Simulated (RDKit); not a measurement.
Torsional profile of SMILES CC(=O)[SiH2][SiH2]B(O)O. Scanned: dihedral O3–C2–Si4–Si5 and dihedral C2–Si4–Si5–B6; all other coordinates were relaxed at GFN2-xTB. GFN2-xTB can order the conformers of Si and Ge chains otherwise than DFT does. Points at φ and −φ are mirror images.

Atom numbering (GFN2-xTB optimised geometry, Å):
```
17

C      2.7929     0.7004     1.0693
C      1.3577     0.6396     0.6427
O      0.4789     1.1763     1.2979
Si     0.8759    -0.3178    -0.9598
Si    -1.1494    -1.3631    -0.4857
B     -2.5165    -0.1097     0.2157
O     -2.2772     0.9836     0.9666
O     -3.8037    -0.3862    -0.1056
H      3.3811     1.1270     0.2600
H      2.9192     1.2883     1.9763
H      3.1467    -0.3156     1.2325
H      2.0914    -1.0690    -1.3043
H      0.8426     0.7705    -1.9513
H     -0.8010    -2.4495     0.4598
H     -1.5312    -2.0988    -1.7039
H     -1.3587     1.1926     1.1924
H     -4.4488     0.2314     0.2468
```

Level of theory: RDKit 2026.03.6 with UFF // GFN2-xTB.

Energy in kJ/mol above the lowest grid point; x is the dihedral O3–C2–Si4–Si5 (°), y the dihedral C2–Si4–Si5–B6 (°).

```
y \ x  -150  -120   -90    -60    -30      0     30     60    90   120   150   180
-----  ----  ----  ----  -----  -----  -----  -----  -----  ----  ----  ----  ----
180     9.8   8.4   6.6    3.1    5.7    6.1    5.7    3.1   6.6   8.4   9.8   4.3
150    13.2  11.4   8.3    5.0   11.7   10.5   10.0    4.8   7.1  10.6  12.9   9.7
120    16.3  10.8   9.2    8.3   10.5   14.5   12.8    6.2   7.3   7.4  11.6   7.3
90      7.2   8.6   8.9   31.8   17.9   12.5    7.6    4.6   7.0   5.3   8.6   2.6
60      5.0   4.9  74.9  141.0  120.7   58.1   11.3    0.0   6.8   7.8   5.9   8.6
30     23.0   9.3  71.9  159.0  187.3  159.9   96.7   24.7  10.9  20.3  15.3  14.9
0      26.5  19.2   9.0  108.1  175.9  191.7  175.9  108.1   9.0  19.2  26.5  12.8
-30    15.3  20.3  10.9   24.7   96.7  159.9  187.3  159.0  71.9   9.3  23.0  14.9
-60     5.9   7.8   6.8    0.0   11.3   58.1  120.7  141.0  74.9   4.9   5.0   8.6
-90     8.6   5.3   7.0    4.6    7.6   12.5   17.9   31.8   8.9   8.6   7.2   2.6
-120   11.6   7.4   7.3    6.2   12.8   14.5   10.5    8.3   9.2  10.8  16.3   7.3
-150   12.9  10.6   7.1    4.8   10.0   10.5   11.7    5.0   8.3  11.4  13.2   9.7
```

The six lowest points that lie below all their neighbours on the grid: x = -60, y = -60 (0.0 kJ/mol); x = 60, y = 60 (0.0 kJ/mol); x = 180, y = -90 (2.6 kJ/mol); x = 180, y = 90 (2.6 kJ/mol); x = -60, y = 180 (3.1 kJ/mol); x = 60, y = 180 (3.1 kJ/mol). The lowest path on the grid from the first to the second passes x = -60, y = -120 at 6.2 kJ/mol.
